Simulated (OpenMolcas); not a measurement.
Ag4+ (d7) among equal point charges was computed by CASSCF with the d shell active (OpenMolcas, ANO-RCC-VDZP on the metal). Its lowest spin-free states, and all those of the highest spin:

| 2S+1 | Degeneracy | E (cm-1) |
| --- | --- | --- |
| 4 | 1 | 0.0 |
| 4 | 2 | 932.3 |
| 4 | 1 | 2180 |
| 4 | 2 | 3338 |
| 4 | 1 | 4610 |
| 4 | 2 | 17043 |
| 2 | 1 | 17047 |
| 2 | 1 | 17845 |
| 2 | 2 | 18384 |
| 2 | 1 | 19046 |
| 2 | 1 | 19495 |
| 2 | 2 | 19702 |
| 4 | 1 | 22254 |

Is the site octahedral, tetrahedral or cube-like, axial, or of lower symmetry?

The states with 2S+1 = 4 have orbital degeneracies 1, 2, 1, 2, 1, 2, 1. There are pairs but no triples, so the site is axial: not cubic, but with a proper or improper axis of order three or more. The run had Ag4+ among 5 point charges of -2 e arranged as a square pyramid (C4v), 2.4 Å from the ion, with the axial distance 2.304 Å.

Spin-orbit coupling mixes the spin-free states strongly: the lowest level takes only 55 % from its leading state, an unlabelled state of the same spin as most of the rest. Without dynamic correlation the repulsion within the d shell is too large (B by tens of per cent), so at a given field states of lower spin stand too high. Point charges give a weaker field than real ligands, and real ions of this kind are as a rule low spin; the high spin found here belongs to the model. The ground term spreads over less than 5000 cm-1, several times less than with real ligands, so orbital moments are less quenched and χT lies further from the spin-only value than at real sites. This is an electrostatic model: the charges have no orbitals. An unlabelled pair can be two single states that coincide in this model. No measured value stands beside these numbers.
